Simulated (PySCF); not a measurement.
# Mayer bond orders and bond lengths

C6H7NOS.
Numbering: `[CH3:1][S@@:2](=[O:3])[c:4]1[cH:5][cH:6][cH:7][cH:8][n:9]1` (hydrogens: H10, H11, H12 on C1; H13 on C5; H14 on C6; H15 on C7; H16 on C8)

Cartesian coordinates in Å at the GFN2-xTB level; atoms count from 1:
```xyz
16
C6H7NOS angstrom
C      2.5395    0.4078    0.8334
S      1.8628    0.4330   -0.8861
O      2.2146   -0.8529   -1.4943
C      0.1369    0.2189   -0.3078
C     -0.5586   -0.9254   -0.6567
C     -1.8671   -1.0429   -0.2162
C     -2.4110   -0.0118    0.5356
C     -1.6196    1.0929    0.8169
N     -0.3691    1.2093    0.4033
H      2.3196   -0.5506    1.2912
H      3.6131    0.5520    0.7700
H      2.0718    1.2209    1.3760
H     -0.0665   -1.6849   -1.2438
H     -2.4507   -1.9195   -0.4568
H     -3.4268   -0.0616    0.8954
H     -1.9967    1.9238    1.3984
```

Bond orders from the PBE0/pcSseg-1 density (PySCF). Geometry: GFN2-xTB, one conformer, isolated molecule.

Question: Where do the orders between heavy atoms depart from those drawn in the SMILES?

Answer: The largest departure is 0.455, at S2–O3 (drawn double, 1.545), counting aromatic bonds as 1.5. Drawn single, order below 0.88: S2–C4 (0.859). Drawn double or triple, more than 0.30 short of the drawn order: S2–O3 (1.545). The bonds drawn aromatic range from 1.34 to 1.49.

Question: Set the Mayer orders of the bonds between heavy atoms beside their lengths.

Answer: 
| bond | drawn as | length (Å) | Mayer order |
| --- | --- | --- | --- |
| C1–S2 | single | 1.848 | 0.891 |
| S2–O3 | double | 1.465 | 1.545 |
| S2–C4 | single | 1.833 | 0.859 |
| C4–C5 | aromatic | 1.384 | 1.341 |
| C5–C6 | aromatic | 1.386 | 1.422 |
| C6–C7 | aromatic | 1.387 | 1.427 |
| C7–C8 | aromatic | 1.388 | 1.397 |
| C8–N9 | aromatic | 1.322 | 1.494 |
| N9–C4 | aromatic | 1.320 | 1.405 |

By pair of heavy elements: C–S: lowest S2–C4 (0.859, 1.833 Å), highest C1–S2 (0.891, 1.848 Å); in 1 of the 1 pairs the longer bond (by over 0.003 Å) has the higher order (by 0.02 or more). C–C: lowest C4–C5 (1.341, 1.384 Å), highest C6–C7 (1.427, 1.387 Å); in 2 of the 6 pairs the longer bond (by over 0.003 Å) has the higher order (by 0.02 or more). C–N: lowest N9–C4 (1.405, 1.320 Å), highest C8–N9 (1.494, 1.322 Å).

Question: And the bonds to hydrogen?

Answer: C–H: 0.93 to 0.98 (7 bonds).

Question: Sum the orders of all bonds at each heavy atom with more than one neighbour and set the sums beside the valence in the SMILES.

Answer: C1 3.728 (drawn 4), S2 3.295 (drawn 4), C4 3.605 (drawn 4), C5 3.712 (drawn 4), C6 3.826 (drawn 4), C7 3.789 (drawn 4), C8 3.862 (drawn 4), N9 2.899 (drawn 3). Orders between atoms that aren't bonded are not in these sums.

The Mayer order sums products of elements of PS (density times overlap matrix) between the two atoms' basis functions, so it depends on the basis set.
